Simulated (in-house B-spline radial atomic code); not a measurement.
Results of a calculation; reference values are marked as such.
## Correlation energy from the adiabatic connection: ω²r²/2 − Z/r, ω = 4.85, Z = 0.5

Two electrons in a singlet, external potential ω²r²/2 − Z/r, ω = 4.85, Z = 0.5 (atomic units). Full CI in B-splines (partial waves to l = 8, correlation up to 0.6 % small) with the density held fixed gives W(λ) = <V_ee>_λ − U, and E_c is the integral of W(λ) − W(0) from 0 to 1.

| λ | W(λ) − W(0) (hartree) |
| --- | --- |
| 0 | 0.00000 |
| 0.02 | -0.00195 |
| 0.05 | -0.00485 |
| 0.12 | -0.01152 |
| 0.25 | -0.02360 |
| 0.4 | -0.03705 |
| 0.6 | -0.05418 |
| 0.8 | -0.07047 |
| 1 | -0.08596 |

Integrate the table by the trapezoid rule.

The strips give -0.00002, -0.00010, -0.00057, -0.00228, -0.00455, -0.00912, -0.01247, -0.01564, which sum to -0.04476 hartree. The direct value, W(1) − W(0) + T_c with T_c = 0.04115, is -0.04481; the curve is convex, so chords lie above it and the trapezoids fall short in size by 0.12 %.

Now use only three numbers: W(0) = -1.7874, the initial slope W'(0) = -0.09755 (extrapolated from the first points) and the strong-coupling limit of the point-charge-plus-continuum model, W∞ = -2.4517. What do second-order theory and the interpolation W(λ) = W∞ + (W(0) − W∞)/√(1 + 2χλ) of Seidl, Perdew and Levy give?

Second order keeps the slope alone: E_c = W'(0)/2 = -0.04877, +9 % in size against -0.04481. Matching the slope fixes χ = W'(0)/(W∞ − W(0)) = -0.09755/(-0.66430) = 0.14685. Integrating, with s = √(1 + 2χ) = 1.137406, E_c = −(W(0) − W∞)(s − 1)/(s + 1) = −0.66430 × 0.137406/2.137406 = -0.04271 hartree, -4.7 % in size against the full result. At λ = 1 the formula gives W − W(0) = -0.08025 against -0.08596. Part of the miss can come from the model's W∞.
